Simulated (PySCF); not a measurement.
From one molecule to another.

First species: W(CtBu)(OH)3, C5H12O3W (singlet state).
SMILES: `CC(C)(C)[C]#[W]([OH])([OH])[OH]`

Second species: C3H8N (charge +1).
InChI=1S/C3H7N/c1-2-4-3-1/h4H,1-3H2/p+1

Levels: PBE0/def2-SVPD for HOMO energy, LUMO energy, HOMO–LUMO gap and static isotropic polarisability; TDDFT PBE0/def2-SVPD for lowest singlet excitation; TDA PBE0/def2-SVPD for lowest triplet excitation (Tamm–Dancoff). Geometries: PBE0-D3(BJ)/def2-SVP. Each species is one conformer at its optimised geometry, gas phase (atoms past krypton carry core potentials, spin–orbit coupling is left out). Electronic properties by PySCF.

Task: Which of the two has the higher HOMO energy, and by how much?

Result: The first: -6.37 eV against -14.89 eV, a difference of 8.52 eV.

Task: Which of the two has the higher LUMO energy, and by how much?

Result: The first: -0.60 eV against -4.81 eV, a difference of 4.21 eV.

Task: Which has the higher static isotropic polarisability?

Result: The first: 116.7 au against 37.7 au, a difference of 79.0 au.

Task: Which of the two has the higher T1 energy, and by how much?

Result: The second: 8.55 eV against 3.31 eV, a difference of 5.24 eV.

Task: Which of the two has the higher HOMO–LUMO gap, and by how much?

Result: The second: 10.08 eV against 5.77 eV, a difference of 4.31 eV.

Task: Which of the two has the higher S1 energy, and by how much?

Result: The second: 8.77 eV against 3.96 eV, a difference of 4.81 eV.

On the first: S1 lies 1.81 eV below the HOMO–LUMO gap. The vertical singlet–triplet gap S1 − T1 is 0.65 eV (TDDFT singlet less Tamm–Dancoff triplet). Atoms past krypton carry effective core potentials; spin–orbit coupling is left out.

On the second: S1 lies 1.31 eV below the HOMO–LUMO gap; its leading configuration is HOMO→LUMO, weight 0.98. No computed singlet falls in the visible range (750 to 380 nm, 1.65 to 3.26 eV); S1 lies 5.51 eV above its blue end.
